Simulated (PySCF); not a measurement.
Si(OMe)(NH2) (CH₅NOSi), SMILES CO[Si]N (connectivity only; charge and spin as stated), neutral, multiplicity 1.

Geometry: B3LYP-D3(BJ)/def2-SVP. The values are those of a single conformer.

The numbers are results of PySCF 2.14.0 with TDA-LC-ωPBE/def2-SVPD, not measurements.

Vertical excitations. Gas-phase values at a fixed geometry. State labels are in the subgroup Cs.

Computed excitation energies, oscillator strengths and character:
```
state  symmetry  energy (eV)  λ (nm)      f                                                                     main pairs
-----  --------  -----------  ------  -----  -----------------------------------------------------------------------------
S1           A"         5.55     223  0.180                                                                 HOMO→LUMO 96 %
S2           A'         6.85     181  0.045                           HOMO−1→LUMO 44 %, HOMO→LUMO+2 25 %, HOMO→LUMO+1 22 %
S3           A"         7.26     171  0.002                                                               HOMO−2→LUMO 94 %
S4           A'         7.31     170  0.405                           HOMO−1→LUMO 49 %, HOMO→LUMO+2 20 %, HOMO→LUMO+1 18 %
S5           A'         7.50     165  0.007         HOMO→LUMO+1 34 %, HOMO→LUMO+3 24 %, HOMO→LUMO+2 13 %, HOMO−3→LUMO 12 %
S6           A"         7.70     161  0.071                                         HOMO−1→LUMO+1 71 %, HOMO−1→LUMO+2 12 %
S7           A'         8.01     155  0.459                           HOMO→LUMO+4 48 %, HOMO→LUMO+3 34 %, HOMO→LUMO+7 12 %
S8           A'         8.24     150  0.116                                                               HOMO−3→LUMO 79 %
S9           A"         8.32     149  0.005                     HOMO−1→LUMO+2 42 %, HOMO−1→LUMO+3 25 %, HOMO−1→LUMO+4 19 %
S10          A"         8.84     140  0.000  HOMO−3→LUMO+1 46 %, HOMO−1→LUMO+3 18 %, HOMO−1→LUMO+1 10 %, HOMO−1→LUMO+2 7 %
T1           A"         3.04     408      0                                                                 HOMO→LUMO 96 %
T2           A'         5.09     244      0           HOMO→LUMO+2 45 %, HOMO→LUMO+1 20 %, HOMO→LUMO+4 9 %, HOMO→LUMO+3 8 %
T3           A'         5.63     220      0                                                               HOMO−1→LUMO 86 %
T4           A'         6.58     188      0          HOMO−3→LUMO 42 %, HOMO→LUMO+1 15 %, HOMO→LUMO+4 12 %, HOMO→LUMO+7 7 %
```
Triplets are in the Tamm–Dancoff approximation.
